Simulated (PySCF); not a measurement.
[Tm(SH)3]−: from a saddle point downhill

PySCF 2.14.0, RKS PBE0, Tm lcecp-0-SVP with ECP59, S def2-SVP, H def2-SVP; non-relativistic Hamiltonian with scalar-relativistic core potentials where named; density fitting; no spin-orbit coupling. Relaxed within the symmetry of its start, the geometry (C3v) is

```xyz
7

Tm    0.0000    0.0000   -0.0334
S     2.8057    0.0000    0.0157
H     2.8459    0.0000    1.3693
S    -1.4028    2.4298    0.0157
H    -1.4229    2.4646    1.3693
S    -1.4029   -2.4298    0.0157
H    -1.4230   -2.4646    1.3693
```

and its lowest harmonic modes are -198, -192, -192, 46, 66, 66 cm⁻¹ (negative: unstable). It was moved along the lowest mode and relaxed again, within the group C3 that the move left.

Q: Where does it end, and how much lower?

A: In C3h, 0.247 eV lower, after 28 steps:
```xyz
7

Tm    0.0000    0.0000    0.5823
S     2.7367    0.5231    0.5836
H     3.0344   -0.7980    0.5961
S    -1.8213    2.1085    0.5836
H    -0.8261    3.0268    0.5961
S    -0.9154   -2.6316    0.5836
H    -2.2083   -2.2288    0.5961
```

Q: How do the contacts change?

A: 
| contact | saddle (Å) | end (Å) |
| --- | --- | --- |
| Tm1–S2 (SH) | 2.806 | 2.786 |
| Tm1–S4 (SH) | 2.806 | 2.786 |
| Tm1–S6 (SH) | 2.806 | 2.786 |


Q: Is the end a minimum?

A: Yes; lowest modes 47, 53, 53, 119, 134, 134 cm⁻¹.

An lcecp potential fixes the number of 4f electrons, so in runs with it no electron can move into or out of that shell.

State: singlet in the valence, with the 4f electrons in the core potential.
